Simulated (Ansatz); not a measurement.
One change: `[F][Zr]([F])([F])[Br]` becomes `[F][Ti]([F])([F])[Br]`.

Ansatz, PBE0-D4/def2-TZVP geometries, multiplicity 1. 

Elements past krypton have def2 core potentials. Scalar relativity is left out up to krypton.

```
                                          property  `[F][Zr]([F])([F])[Br]`
size of the dipole moment (ωB97M-V/def2-TZVPP) / D                     0.22
  size of the dipole moment (B3LYP/def2-TZVPP) / D                     0.05
                LUMO energy (PBE0/def2-TZVPP) / eV                    -1.83
             HOMO–LUMO gap (B3LYP/def2-TZVPP) / eV                     6.91
               HOMO–LUMO gap (PBE/def2-TZVPP) / eV                     5.27
                 LUMO energy (PBE/def2-TZVPP) / eV                    -2.65
```

Give the same properties after the change, and the shifts. (Estimate.)

Computed: 
```csv
property,`[F][Ti]([F])([F])[Br]`,shift
size of the dipole moment (ωB97M-V/def2-TZVPP) / D,0.14,-0.08
size of the dipole moment (B3LYP/def2-TZVPP) / D,0.38,0.33
LUMO energy (PBE0/def2-TZVPP) / eV,-3.37,-1.54
HOMO–LUMO gap (B3LYP/def2-TZVPP) / eV,5.54,-1.37
HOMO–LUMO gap (PBE/def2-TZVPP) / eV,3.89,-1.38
LUMO energy (PBE/def2-TZVPP) / eV,-4.22,-1.57
```

With PBE0 the HOMO falls by 0.19 eV and the LUMO falls by 1.54 eV, so the gap narrows by about 1.35 eV. PBE moves the HOMO by -0.18 eV and ωB97M-V by -0.17 eV. Dipoles are sizes alone; their direction can turn.

B3LYP here is the variant with VWN-RPA as its local correlation; programs differ in this.

Spin–orbit coupling is left out; it splits and shifts lone-pair levels of the heavy atoms by tenths of an eV.
